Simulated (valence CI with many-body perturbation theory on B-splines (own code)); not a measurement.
E1 line list for La⁵¹⁺

Calculated by configuration interaction combined with many-body perturbation theory (CI+MBPT): four valence electrons over a frozen Dirac-Fock core [He], a basis of 11 s, 11 p, 10 d, 8 f, 5 g, 2 h functions for each j, with the one-electron correlation potential Σ1, the two-electron term Σ2, the three-electron term Σ3, Breit, model QED; selected CI, second order for the rest, scaled by the run's own slope (own B-spline code, finite nucleus).

No measured spectrum was set against this ion. As an estimate, large intervals hold to a few tenths of a per cent, small ones and those within an open d or f shell to about a per cent. Among the levels kept, up to 880 cm⁻¹ of a level comes from second order outside the variational space, and about a tenth of that is noise between levels of different J, which matters for small intervals.

Lines 151 to 200 of 544 in falling wavelength, among levels below 7279.5 eV, chosen from the strongest by gf and those to the six lowest levels. Wavelengths and rates use the calculated energies. Electric multipoles are in the length gauge, E1 and E2 with the static RPA response of the core. Weak lines are less certain than strong ones. Lines between different terms over intervals too small for the method are left out, as are lines whose strength nearly cancels. The highest levels of a list are the least certain.

Levels are named by their leading jj configuration (3d3/2^4 stands for four electrons in 3d with j = 3/2), which in mixed levels can hold well under half, so a name can repeat and another be missing. Letters in brackets count levels of one name in rising energy.

```csv
λ vac (nm),Upper,Lower,A (s⁻¹),log gf,Branch %
2.073,(2s 2p3/2^2 3s) J=3,(2s^2 2p3/2 3s) J=2,2.60e+11,-0.93,0.8
2.069,(2p1/2 2p3/2^2 3p3/2) J=3 [a],(2s 2p1/2 2p3/2 3p3/2) J=2 [d],2.42e+11,-0.96,0.2
2.065,(2s 2p3/2^2 3d3/2) J=4,(2s^2 2p3/2 3d3/2) J=3,1.91e+11,-0.96,0.0
2.053,(2s 2p3/2^2 3p1/2) J=3,(2s^2 2p3/2 3p1/2) J=2,2.29e+11,-0.99,0.2
2.037,(2p1/2 2p3/2^2 3d5/2) J=4,(2s 2p1/2 2p3/2 3d5/2) J=3 [c],4.61e+11,-0.59,14.3
2.036,(2s 2p1/2 2p3/2^2) J=2 [a],(2s^2 2p1/2 2p3/2) J=1,2.69e+11,-1.08,97.3
2.014,(2p1/2 2p3/2^2 3s) J=2 [a],(2s 2p1/2 2p3/2 3s) J=1 [c],3.80e+11,-0.94,0.8
2.001,(2p1/2 2p3/2^2 3p1/2) J=2 [a],(2s 2p1/2 2p3/2 3p1/2) J=1 [b],3.95e+11,-0.93,0.3
1.999,(2p1/2 2p3/2^2 3s) J=3,(2s 2p1/2 2p3/2 3s) J=2 [c],2.33e+11,-1.01,0.7
1.998,(2p1/2 2p3/2^2 3d3/2) J=3 [b],(2s 2p1/2 2p3/2 3d3/2) J=2 [d],3.20e+11,-0.87,0.1
1.997,(2p1/2 2p3/2^2 3p3/2) J=3 [a],(2s 2p1/2 2p3/2 3p3/2) J=2 [c],3.47e+11,-0.84,0.2
1.970,(2s 2p1/2 2p3/2^2) J=3,(2s^2 2p1/2 2p3/2) J=2,2.51e+11,-0.99,96.3
1.969,(2p1/2 2p3/2^2 3p3/2) J=4,(2s 2p1/2 2p3/2 3p3/2) J=3 [c],7.07e+11,-0.43,0.5
1.966,(2p1/2 2p3/2^2 3p1/2) J=2 [b],(2s 2p1/2 2p3/2 3p1/2) J=1 [c],6.02e+11,-0.76,0.2
1.958,(2p1/2 2p3/2^2 3d3/2) J=4,(2s 2p1/2 2p3/2 3d3/2) J=3 [c],4.96e+11,-0.59,16.1
1.949,(2p1/2 2p3/2^2 3p1/2) J=3,(2s 2p1/2 2p3/2 3p1/2) J=2 [c],4.14e+11,-0.78,0.1
1.922,(2p1/2 2p3/2^2 3s) J=2 [b],(2s 2p1/2 2p3/2 3s) J=1 [b],4.10e+11,-0.94,0.6
1.920,(2p1/2 2p3/2^2 3p3/2) J=2 [b],(2s 2p1/2 2p3/2 3p3/2) J=1 [d],6.54e+11,-0.74,0.5
1.904,(2s 2p3/2^2 3p3/2) J=3 [b],(2s 2p1/2 2p3/2 3s) J=2 [c],4.28e+11,-0.79,0.4
1.891,(2s 2p3/2^3) J=2,(2s^2 2p3/2^2) J=2,9.65e+11,-0.59,98.6
1.885,(2s 2p3/2^2 3d5/2) J=4 [b],(2s^2 2p3/2 3d5/2) J=3,3.55e+11,-0.77,5.6
1.884,(2s 2p1/2 2p3/2 3d3/2) J=2 [c],(2s^2 2p1/2 3d3/2) J=2,5.90e+11,-0.80,0.5
1.879,(2s 2p1/2 2p3/2 3d5/2) J=3 [c],(2s^2 2p1/2 3d5/2) J=2,1.00e+12,-0.43,0.7
1.876,(2s 2p1/2 2p3/2 3d5/2) J=4 [c],(2s^2 2p1/2 3d5/2) J=3,9.07e+11,-0.37,0.6
1.873,(2p1/2 2p3/2^3) J=1,(2s 2p1/2 2p3/2^2) J=1 [a],1.02e+12,-0.80,34.6
1.873,(2p1/2^2 2p3/2^2) J=2,(2s 2p1/2^2 2p3/2) J=1,7.69e+11,-0.69,42.0
1.869,(2s 2p1/2 2p3/2 3p3/2) J=3 [c],(2s^2 2p1/2 3p3/2) J=2,1.00e+12,-0.43,1.3
1.868,(2s 2p3/2^2 3d5/2) J=2 [b],(2s^2 2p3/2 3d5/2) J=1,5.71e+11,-0.83,0.7
1.868,(2s 2p3/2^2 3p3/2) J=1 [c],(2s^2 2p3/2 3p3/2) J=0,6.21e+11,-1.01,1.1
1.863,(2s 2p3/2^2 3d5/2) J=3 [c],(2s^2 2p3/2 3d5/2) J=3,7.92e+11,-0.54,0.1
1.862,(2p1/2^2 2p3/2 3d5/2) J=2,(2s 2p1/2^2 3d5/2) J=2,5.38e+11,-0.85,0.2
1.856,(2p1/2^2 2p3/2 3p3/2) J=1,(2s 2p1/2^2 3p3/2) J=1,7.33e+11,-0.94,0.5
1.856,(2p3/2^4) J=0,(2s 2p3/2^3) J=1,3.78e+12,-0.71,97.7
1.855,(2p1/2 2p3/2^3) J=2,(2s 2p1/2 2p3/2^2) J=2 [b],1.63e+12,-0.38,59.6
1.853,(2p1/2 2p3/2^2 3p3/2) J=3 [b],(2s 2p1/2 2p3/2 3p3/2) J=3 [b],6.09e+11,-0.66,0.4
1.850,(2s 2p1/2 2p3/2 3d3/2) J=3 [c],(2s^2 2p1/2 3d3/2) J=2,7.50e+11,-0.57,0.4
1.847,(2s 2p1/2 2p3/2 3p1/2) J=1 [c],(2s^2 2p1/2 3p1/2) J=0,1.15e+12,-0.75,1.1
1.846,(2p1/2^2 2p3/2 3d5/2) J=4,(2s 2p1/2^2 3d5/2) J=3,6.64e+11,-0.52,27.5
1.846,(2s 2p1/2 2p3/2 3d5/2) J=3 [d],(2s^2 2p1/2 3d5/2) J=3,1.11e+12,-0.40,0.2
1.845,(2p1/2 2p3/2^2 3p3/2) J=2 [c],(2s 2p1/2 2p3/2 3p3/2) J=2 [d],6.81e+11,-0.76,0.5
1.845,(2s 2p1/2 2p3/2 3p3/2) J=2 [d],(2s^2 2p1/2 3p3/2) J=2,1.03e+12,-0.58,1.4
1.845,(2s 2p1/2 2p3/2 3p1/2) J=2 [c],(2s^2 2p1/2 3p1/2) J=1,1.02e+12,-0.58,5.0
1.844,(2s 2p1/2 2p3/2 3d3/2) J=2 [d],(2s^2 2p1/2 3d3/2) J=1,9.12e+11,-0.63,0.3
1.844,(2s 2p3/2^2 3p3/2) J=2 [c],(2s^2 2p3/2 3p3/2) J=2,8.34e+11,-0.67,5.3
1.844,(2p1/2^2 2p3/2 3p3/2) J=3,(2s 2p1/2^2 3p3/2) J=2,7.53e+11,-0.57,0.6
1.843,(2s 2p1/2 2p3/2 3p1/2) J=1 [b],(2s^2 2p1/2 3p1/2) J=1,1.00e+12,-0.81,2.2
1.843,(2s 2p1/2 2p3/2 3d3/2) J=1 [d],(2s^2 2p1/2 3d3/2) J=1,8.48e+11,-0.89,0.1
1.840,(2s 2p1/2 2p3/2 3s) J=1 [b],(2s^2 2p1/2 3s) J=0,9.43e+11,-0.84,1.3
1.839,(2s 2p1/2 2p3/2 3d5/2) J=2 [c],(2s^2 2p1/2 3d5/2) J=2,1.00e+12,-0.59,0.1
1.839,(2s 2p1/2 2p3/2 3d5/2) J=2 [d],(2s^2 2p1/2 3d5/2) J=3,1.19e+12,-0.52,0.2
```
